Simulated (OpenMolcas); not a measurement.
## Nb3+: moving the ligands

Nb3+ with 6 ligands (ammonia) in octahedral coordination (S6) at 2.14 Å. Ligand basis ANO-RCC-VDZP.

```yaml
Program: OpenMolcas 26.06
Method: CASSCF
Basis: ANO-RCC-VTZP [7s6p4d2f1g]
Scalar_Hamiltonian: DKH2, point nucleus
Active_space: 2 electrons in 5 orbitals (4d)
State_averaging: 2S+1 = 3 even, 10 roots; 2S+1 = 1 even, 15 roots
Spin-orbit_coupling: RASSI with atomic mean-field integrals over the reference wave functions
```

Runs around this geometry, states. Energies in cm-1 above the lowest state or level, χT in cm3 K/mol.

```
R (Å)  Ground state  First state of that spin  First gap with spin-orbit (degeneracies)  χT at 300 K  First state of another spin
 2.03      2S+1 = 3                     779.9                              191.5 (2, 2)        0.628               2S+1 = 1: 8486
 2.14      2S+1 = 3                     541.0                              166.5 (2, 2)        0.578               2S+1 = 1: 8988
 2.29      2S+1 = 3                     302.6                              115.3 (2, 2)        0.518               2S+1 = 1: 9502
```

An orbital doublet at a regular site is open to a Jahn-Teller distortion, which this geometry leaves out. Without dynamic correlation the repulsion within the d shell is too large (B by tens of per cent), so at a given field states of lower spin stand too high. With metal d orbitals alone the field can be off either way by tens of per cent. Ligand-to-metal charge-transfer states are missing. With no ligand orbital active B as a rule stays too high, so bands that hang on it stand too high and its fall with covalency is understated. The least metal-like active orbital is 70 % on the metal (Löwdin) and no ligand orbital is active, so the numbers are rough (holds for R = 2.03). The least metal-like active orbital is 74 % on the metal (Löwdin) and no ligand orbital is active, so the numbers are rough (holds for R = 2.14). The least metal-like active orbital is 79 % on the metal (Löwdin) and no ligand orbital is active, so the numbers are rough (holds for R = 2.29). No measured value stands beside these numbers; the geometry is a model, was not optimised and need not be the one that this ion takes.

A state without a sure symmetry label is named by its multiplicity alone.
